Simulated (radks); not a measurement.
Fractional charge and spin in the 5p shell of ytterbium: the spin-up occupation runs from 2 to 3 and the spin-down occupation from 2 to 3; the fullest corner is Yb3+, [Kr] 4d10 4f(up 6.5, down 6.5) 5s2 5p(up 3, down 3). All-electron calculation, scalar-relativistic Kohn-Sham, r2SCAN, spin-polarised, spherical densities, finite nucleus; meta-GGA in the generalised Kohn-Sham scheme; Fermi nuclear charge, rms radius of each element as measured or else 0.836 A^(1/3) + 0.57 fm. Program: a radial shooting solver on a logarithmic mesh with Libxc functionals. Energy (eV) minus the two flat planes that join the four corners (they meet along the diagonal where the two added fractions sum to one electron); zero is where a piecewise linear energy would lie.

down \ up       2    2.25     2.5    2.75       3
2           0.000  -1.392  -1.854  -1.389   0.000
2.25       -1.392  -1.753  -1.195   0.280  -1.329
2.5        -1.854  -1.195   0.373  -1.149  -1.770
2.75       -1.389   0.280  -1.149  -1.683  -1.325
3           0.000  -1.329  -1.770  -1.325   0.000

Corners above the fullest one (they belong to Yb4+ and the next ion): (up 3, down 2) 65.059 eV, (up 2, down 3) 65.059 eV, (up 2, down 2) 146.11 eV. With half an added electron in each spin the energy lies 0.373 eV from the planes, and with half an added electron in spin up alone -1.854 eV. The planes are only a guide here: the flat-plane condition holds for ground states with one frontier orbital, while this shell lies below other occupied shells, so the corners above the fullest one are inner-hole states and not the ground states of those ions.
